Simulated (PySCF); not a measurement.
B: excitation energy

B [He] 2s2 2p1 (2P) → B [He] 2s1 2p1 3s1 (4P), as a difference of total energies. Computed with PySCF 2.14 in aug-cc-pVQZ (6s5p4d3f2g, 80 functions), with no relativity, point nucleus. Correlated levels: valence: 1s2 frozen. The calculations carry no spin-orbit coupling.

```
           method  excitation energy (eV)
              UHF                   8.035
              LDA                   9.252
              PBE                   9.165
             PBE0                   9.147
           r2SCAN                   9.064
            B3LYP                   9.461
          wB97X-V                   9.507
        CAM-B3LYP                   9.576
              M06                   9.281
    MP2 (valence)                   9.153
SCS-MP2 (valence)                   9.441
```

Question: How much does correlation contribute at MP2 (valence)?

Answer: 9.153 − (8.035) = 1.118 eV, measured against UHF.

The upper state lies above the first ionisation limit, but in LS coupling its spin forbids autoionisation to the ground ion. A Rydberg-like electron needs more diffuse functions than a valence basis has.

The promoted electron is Rydberg-like, and one or two diffuse shells describe it only roughly, which tends to raise the upper state.
